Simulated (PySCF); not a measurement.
A series of related molecules.

All values: PBE0/pcSseg-1 (PySCF) at GFN2-xTB geometries, gas phase, one conformer each.

(1) Rank by the highest IAO charge on any atom, highest value first.
A. `C1COC=C[C@@H]1C[SiH3]`
B. `[SiH3]O[C@H]1C=COCC1`
C. `FC[C@@H]1C=COCC1`
D. `O1C=C[C@H](OC(F)F)CC1`
E. `[SiH3]N[C@H]1C=COCC1`

(2) Rank by the highest Hirshfeld charge on any atom, lowest value first.
A. `FC(F)O[C@H]1C=COCC1`
B. `[SiH3]O[C@H]1C=COCC1`
C. `[SiH3]C[C@H]1C=COCC1`
D. `ClC[C@@H]1C=COCC1`
E. `C1OCC[C@@H](N[SiH3])C=1`

(3) Rank by the lowest Hirshfeld charge on any atom, highest value first.
A. `ClC[C@@H]1C=COCC1`
B. `[SiH3]C[C@H]1C=COCC1`
C. `FC(F)O[C@H]1C=COCC1`
D. `[SiH3]N[C@H]1C=COCC1`
E. `O1CC[C@@H](O[SiH3])C=C1`

Answers

(1) B (+0.869 e), E (+0.743 e), D (+0.611 e), A (+0.589 e), C (+0.162 e).

(2) D (+0.057 e), A (+0.198 e), C (+0.311 e), E (+0.341 e), B (+0.377 e).

(3) A (-0.116 e), C (-0.136 e), B (-0.154 e), E (-0.218 e), D (-0.240 e).

All values together:

```
               SMILES    formula  μ (D)  HOMO (eV)  LUMO (eV)  lowest IAO charge (e)  highest IAO charge (e)  lowest Hirshfeld charge (e)  highest Hirshfeld charge (e)
    ClC[C@@H]1C=COCC1    C6H9ClO   0.99      -6.65       0.35             -0.336 (O)              +0.163 (H)                   -0.116 (O)                    +0.057 (H)
 [SiH3]O[C@H]1C=COCC1  C5H10O2Si   1.53      -6.54       0.27             -0.641 (O)             +0.869 (Si)                   -0.218 (O)                   +0.377 (Si)
 [SiH3]N[C@H]1C=COCC1  C5H11NOSi   0.74      -6.39       0.35             -0.674 (N)             +0.743 (Si)                   -0.240 (N)                   +0.341 (Si)
 [SiH3]C[C@H]1C=COCC1   C6H12OSi   0.65      -6.41       0.60             -0.527 (C)             +0.589 (Si)                   -0.154 (C)                   +0.311 (Si)
CC(C)(C)[C@H]1C=COCC1     C9H16O   1.30      -6.29       0.82             -0.417 (C)              +0.158 (H)                   -0.123 (C)                    +0.053 (H)
     FC[C@@H]1C=COCC1     C6H9FO   1.97      -6.53       0.65             -0.339 (O)              +0.162 (H)                 -0.120 (F/O)                    +0.055 (H)
  FC(F)O[C@H]1C=COCC1   C6H8F2O2   3.00      -6.93       0.31             -0.378 (O)              +0.611 (C)                   -0.136 (O)                    +0.198 (C)
```

Conformers: `[Cl:1][CH2:2][C@@H:3]1[CH:4]=[CH:5][O:6][CH2:7][CH2:8]1` with Cl1–C2–C3–C4 -178°, C2–C3–C4–C5 -140°, C4–C5–O6–C7 -9°, C5–O6–C7–C8 41°, O6–C7–C8–C3 -61°; `[SiH3:1][O:2][C@H:3]1[CH:4]=[CH:5][O:6][CH2:7][CH2:8]1` with Si1–O2–C3–C4 176°, O2–C3–C4–C5 140°, C4–C5–O6–C7 7°, C5–O6–C7–C8 -39°, O6–C7–C8–C3 60°; `[SiH3:1][NH:2][C@H:3]1[CH:4]=[CH:5][O:6][CH2:7][CH2:8]1` with Si1–N2–C3–C4 159°, N2–C3–C4–C5 141°, C4–C5–O6–C7 8°, C5–O6–C7–C8 -40°, O6–C7–C8–C3 61°; `[SiH3:1][CH2:2][C@H:3]1[CH:4]=[CH:5][O:6][CH2:7][CH2:8]1` with Si1–C2–C3–C4 179°, C2–C3–C4–C5 138°, C4–C5–O6–C7 10°, C5–O6–C7–C8 -42°, O6–C7–C8–C3 62°; `[CH3:1][C:2]([CH3:3])([CH3:4])[C@H:5]1[CH:6]=[CH:7][O:8][CH2:9][CH2:10]1` with C2–C5–C6–C7 142°, C6–C7–O8–C9 10°, C7–O8–C9–C10 -43°, O8–C9–C10–C5 63°; `[F:1][CH2:2][C@@H:3]1[CH:4]=[CH:5][O:6][CH2:7][CH2:8]1` with F1–C2–C3–C4 -68°, C2–C3–C4–C5 -138°, C4–C5–O6–C7 -10°, C5–O6–C7–C8 43°, O6–C7–C8–C3 -62°; `[F:1][CH:2]([F:3])[O:4][C@H:5]1[CH:6]=[CH:7][O:8][CH2:9][CH2:10]1` with F1–C2–O4–C5 161°, C2–O4–C5–C6 72°, O4–C5–C6–C7 100°, C6–C7–O8–C9 -10°, C7–O8–C9–C10 42°, O8–C9–C10–C5 -61°.
